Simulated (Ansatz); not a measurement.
Steps of a relaxation of AlH$_{9}$O$_{3}$Si$_{3}$ (`[SiH3][O][Al]([O][SiH3])[O][SiH3]`) with RKS PBE0-D4/def2-TZVP.

```sh
$ ansatz run in.yaml --threads 2 --pin off --events-out ev --progress --plain --max-ram 22528MiB --backend cuda --devices 0, --max-vram 18GiB
```

```yaml
crystal:
  periodic: [false, false, false]
  atoms:
    - {symbol: Si, position_ang: [2.756742, -0.084790, 1.885705]}
    - {symbol: O, position_ang: [1.390053, 0.006229, 0.948818]}
    - {symbol: Al, position_ang: [-0.002648, 0.038828, -0.014358]}
    - {symbol: O, position_ang: [0.085038, -0.404146, -1.646372]}
    - {symbol: Si, position_ang: [0.158446, -0.886406, -3.232476]}
    - {symbol: O, position_ang: [-1.481227, 0.527518, 0.651021]}
    - {symbol: Si, position_ang: [-2.918722, 0.958750, 1.358891]}
    - {symbol: H, position_ang: [3.434664, -1.415691, 1.689245]}
    - {symbol: H, position_ang: [2.403902, 0.062109, 3.342202]}
    - {symbol: H, position_ang: [3.718689, 1.011449, 1.509641]}
    - {symbol: H, position_ang: [-0.845238, -1.980092, -3.489315]}
    - {symbol: H, position_ang: [-0.142035, 0.274563, -4.143576]}
    - {symbol: H, position_ang: [1.531758, -1.410982, -3.558572]}
    - {symbol: H, position_ang: [-3.125492, 0.181915, 2.633010]}
    - {symbol: H, position_ang: [-4.067371, 0.667937, 0.429848]}
    - {symbol: H, position_ang: [-2.919258, 2.430108, 1.680487]}
basis:
  gaussian: {orbitals: def2-TZVP}
hamiltonian: {xc: pbe0, dispersion: d4}
relax: {f_tol: 0.005, max_steps: 150}
```

Positions (Å) and forces (eV/Å) along the path, 10 of 17 steps:

```xyz
16
step=1 energy=-36509.4424 eV
Si    2.757   -0.085    1.886   -0.627    0.029   -0.425
O     1.390    0.006    0.949    0.344   -0.051    0.229
Al   -0.003    0.039   -0.014    0.008    0.022   -0.001
O     0.085   -0.404   -1.646    0.008   -0.144   -0.393
Si    0.158   -0.886   -3.232   -0.033    0.206    0.727
O    -1.481    0.528    0.651   -0.352    0.085    0.203
Si   -2.919    0.959    1.359    0.651   -0.210   -0.317
H     3.435   -1.416    1.689   -0.185    0.306    0.016
H     2.404    0.062    3.342    0.041   -0.026   -0.345
H     3.719    1.011    1.510   -0.257   -0.245    0.054
H    -0.845   -1.980   -3.489    0.221    0.265    0.097
H    -0.142    0.275   -4.144    0.061   -0.246    0.253
H     1.532   -1.411   -3.559   -0.301    0.131    0.114
H    -3.125    0.182    2.633    0.087    0.169   -0.303
H    -4.067    0.668    0.430    0.290    0.055    0.182
H    -2.919    2.430    1.680    0.045   -0.344   -0.091
16
step=2 energy=-36509.5482 eV
Si    2.731   -0.087    1.870   -0.495    0.050   -0.351
O     1.380    0.010    0.941    0.178   -0.028    0.119
Al    0.000    0.051   -0.017   -0.005   -0.030    0.011
O     0.086   -0.397   -1.635    0.005   -0.076   -0.203
Si    0.158   -0.881   -3.203   -0.028    0.194    0.575
O    -1.469    0.527    0.645   -0.183    0.042    0.106
Si   -2.893    0.947    1.347    0.530   -0.138   -0.260
H     3.393   -1.406    1.664   -0.032    0.070    0.020
H     2.370    0.061    3.308    0.029   -0.013   -0.071
H     3.676    1.001    1.489   -0.040   -0.059    0.028
H    -0.842   -1.961   -3.444    0.059    0.053    0.006
H    -0.143    0.274   -4.095    0.017   -0.066    0.035
H     1.521   -1.397   -3.514   -0.075    0.020    0.007
H    -3.084    0.174    2.607    0.001    0.041   -0.068
H    -4.022    0.656    0.418    0.050    0.014    0.057
H    -2.883    2.404    1.662   -0.012   -0.074   -0.011
16
step=4 energy=-36509.5788 eV
Si    2.706   -0.082    1.850    0.009   -0.003    0.007
O     1.365   -0.020    0.939   -0.022    0.003   -0.017
Al   -0.007    0.017   -0.009   -0.003   -0.005    0.001
O     0.076   -0.423   -1.615   -0.004    0.012    0.030
Si    0.157   -0.869   -3.173    0.001   -0.006   -0.012
O    -1.464    0.493    0.651    0.030   -0.007   -0.014
Si   -2.865    0.942    1.334   -0.013    0.002    0.006
H     3.390   -1.389    1.661    0.002    0.000    0.000
H     2.358    0.073    3.288    0.000    0.001   -0.001
H     3.634    1.011    1.459   -0.001    0.000    0.000
H    -0.833   -1.944   -3.445    0.000    0.000   -0.002
H    -0.140    0.295   -4.049    0.000    0.000    0.002
H     1.517   -1.377   -3.493    0.000    0.001    0.000
H    -3.080    0.189    2.598   -0.001    0.001    0.000
H    -3.998    0.664    0.412    0.001    0.001    0.000
H    -2.838    2.398    1.637    0.001   -0.001   -0.001
16
step=7 energy=-36509.5792 eV
Si    2.715   -0.087    1.835   -0.049   -0.002   -0.025
O     1.411   -0.067    0.866    0.058   -0.011    0.039
Al   -0.011   -0.004   -0.002    0.007    0.005   -0.009
O    -0.026   -0.423   -1.616    0.010   -0.032   -0.081
Si    0.141   -0.863   -3.172    0.002    0.010    0.064
O    -1.422    0.483    0.739   -0.082    0.023    0.049
Si   -2.857    0.944    1.347    0.052   -0.026   -0.029
H     3.428   -1.385    1.701   -0.012    0.013    0.001
H     2.309    0.095    3.255    0.004   -0.005   -0.014
H     3.639    1.014    1.455    0.004    0.002   -0.001
H    -0.816   -1.956   -3.493    0.012    0.011    0.007
H    -0.138    0.299   -4.055   -0.001    0.002   -0.005
H     1.525   -1.343   -3.432   -0.017    0.003    0.005
H    -3.135    0.207    2.608    0.004    0.005   -0.015
H    -3.947    0.661    0.374    0.011    0.000    0.011
H    -2.837    2.403    1.633   -0.002    0.003    0.003
16
step=11 energy=-36509.5797 eV
Si    2.714   -0.089    1.820   -0.035   -0.018   -0.006
O     1.439   -0.085    0.813   -0.015   -0.002   -0.005
Al   -0.015   -0.005   -0.003    0.005    0.023   -0.007
O    -0.086   -0.409   -1.622    0.001   -0.002    0.013
Si    0.134   -0.859   -3.167    0.004   -0.008    0.041
O    -1.394    0.493    0.795    0.014   -0.007   -0.011
Si   -2.849    0.946    1.357    0.018   -0.034   -0.013
H     3.429   -1.388    1.721    0.005    0.002   -0.005
H     2.270    0.104    3.226    0.003    0.009   -0.007
H     3.648    1.008    1.453    0.000    0.002    0.001
H    -0.796   -1.968   -3.505   -0.005    0.003   -0.002
H    -0.135    0.292   -4.069    0.002    0.000   -0.001
H     1.530   -1.326   -3.382   -0.006    0.011   -0.001
H    -3.158    0.205    2.607    0.003    0.006    0.005
H    -3.910    0.653    0.355    0.006    0.012   -0.001
H    -2.845    2.405    1.645   -0.001    0.002   -0.002
16
step=12 energy=-36509.5801 eV
Si    2.713   -0.091    1.818    0.001    0.000   -0.001
O     1.444   -0.091    0.806   -0.001    0.000   -0.002
Al   -0.012   -0.002   -0.003    0.001    0.000    0.002
O    -0.096   -0.408   -1.619   -0.001    0.002    0.004
Si    0.130   -0.858   -3.162    0.001   -0.002   -0.006
O    -1.386    0.494    0.803    0.005   -0.001    0.000
Si   -2.845    0.943    1.354   -0.004    0.004    0.004
H     3.430   -1.389    1.725    0.002   -0.001    0.001
H     2.263    0.109    3.221    0.000    0.000    0.001
H     3.647    1.007    1.452    0.002    0.000    0.001
H    -0.798   -1.968   -3.503   -0.001   -0.002   -0.002
H    -0.138    0.292   -4.065    0.000    0.000   -0.002
H     1.528   -1.319   -3.374    0.001    0.000   -0.001
H    -3.160    0.203    2.604   -0.002   -0.001    0.002
H    -3.898    0.652    0.345   -0.001   -0.001   -0.002
H    -2.845    2.402    1.642   -0.003    0.001    0.001
16
step=13 energy=-36509.5801 eV
Si    2.713   -0.091    1.817   -0.001    0.000   -0.001
O     1.448   -0.093    0.800    0.001   -0.001    0.000
Al   -0.012   -0.001   -0.003    0.000    0.001   -0.001
O    -0.102   -0.406   -1.619    0.000   -0.001   -0.002
Si    0.129   -0.858   -3.162    0.000    0.001    0.003
O    -1.381    0.497    0.809   -0.001    0.001    0.002
Si   -2.844    0.943    1.355    0.002   -0.001   -0.001
H     3.431   -1.390    1.728    0.000    0.000    0.000
H     2.259    0.111    3.218    0.000    0.000    0.000
H     3.649    1.005    1.453    0.000    0.000    0.000
H    -0.797   -1.970   -3.503    0.000    0.000    0.000
H    -0.139    0.291   -4.067    0.000    0.000    0.000
H     1.528   -1.317   -3.370    0.000    0.000    0.000
H    -3.163    0.201    2.603    0.000    0.000    0.000
H    -3.892    0.652    0.341    0.000    0.000    0.000
H    -2.848    2.402    1.644    0.000    0.000    0.000
16
step=15 energy=-36509.5802 eV
Si    2.714   -0.093    1.812    0.003    0.002    0.002
O     1.459   -0.099    0.782   -0.001    0.001   -0.001
Al   -0.011    0.002   -0.003   -0.003    0.000   -0.001
O    -0.122   -0.399   -1.619   -0.001    0.001    0.000
Si    0.124   -0.856   -3.158   -0.001    0.003    0.001
O    -1.368    0.503    0.828   -0.002    0.000   -0.001
Si   -2.839    0.942    1.356    0.003    0.000   -0.003
H     3.430   -1.393    1.738    0.000    0.001    0.000
H     2.245    0.118    3.208    0.000    0.000   -0.001
H     3.654    1.001    1.452   -0.001   -0.002    0.000
H    -0.794   -1.974   -3.502    0.000    0.000    0.000
H    -0.143    0.288   -4.070    0.000   -0.002    0.002
H     1.527   -1.309   -3.354    0.001    0.000    0.000
H    -3.171    0.195    2.598    0.001    0.001   -0.001
H    -3.874    0.649    0.329    0.001    0.000    0.001
H    -2.854    2.400    1.648    0.001   -0.003    0.000
16
step=16 energy=-36509.5802 eV
Si    2.714   -0.093    1.812    0.006   -0.001    0.001
O     1.461   -0.100    0.778   -0.001    0.001   -0.001
Al   -0.010    0.002   -0.003   -0.001    0.000    0.000
O    -0.126   -0.398   -1.619    0.001    0.001    0.001
Si    0.122   -0.855   -3.157   -0.003   -0.001   -0.004
O    -1.365    0.504    0.832   -0.002    0.000    0.000
Si   -2.838    0.942    1.355    0.002    0.002    0.006
H     3.430   -1.393    1.741   -0.001    0.000    0.001
H     2.242    0.120    3.206    0.000    0.001   -0.001
H     3.656    0.999    1.451   -0.002    0.000    0.001
H    -0.793   -1.974   -3.501    0.001    0.000    0.000
H    -0.145    0.288   -4.069    0.001   -0.001    0.001
H     1.526   -1.306   -3.351    0.001    0.001    0.000
H    -3.173    0.194    2.595   -0.001   -0.002   -0.002
H    -3.870    0.648    0.324    0.001    0.001    0.001
H    -2.854    2.399    1.650   -0.001   -0.001   -0.003
16
step=17 energy=-36509.5802 eV
Si    2.714   -0.093    1.812    0.003    0.001    0.002
O     1.461   -0.100    0.778   -0.001    0.000   -0.001
Al   -0.010    0.002   -0.003    0.000   -0.001    0.001
O    -0.126   -0.398   -1.619    0.001    0.000    0.001
Si    0.122   -0.855   -3.157    0.000    0.001   -0.003
O    -1.365    0.504    0.832    0.000    0.000    0.001
Si   -2.838    0.942    1.355   -0.001    0.002   -0.001
H     3.430   -1.394    1.742    0.000    0.000    0.000
H     2.242    0.121    3.206    0.000    0.000    0.000
H     3.656    0.999    1.451    0.000   -0.001    0.000
H    -0.794   -1.975   -3.501    0.000    0.000    0.000
H    -0.146    0.288   -4.069    0.000    0.000    0.000
H     1.526   -1.306   -3.351    0.000    0.000    0.000
H    -3.174    0.193    2.595    0.000    0.000    0.000
H    -3.869    0.649    0.324    0.000    0.000    0.000
H    -2.854    2.399    1.649    0.000    0.000    0.001
```

Hardware: 2 threads of an AMD EPYC 7R13 on a shared host and a share of an NVIDIA H100 80 GB. Wall time 49 s, peak host memory 1 GiB.
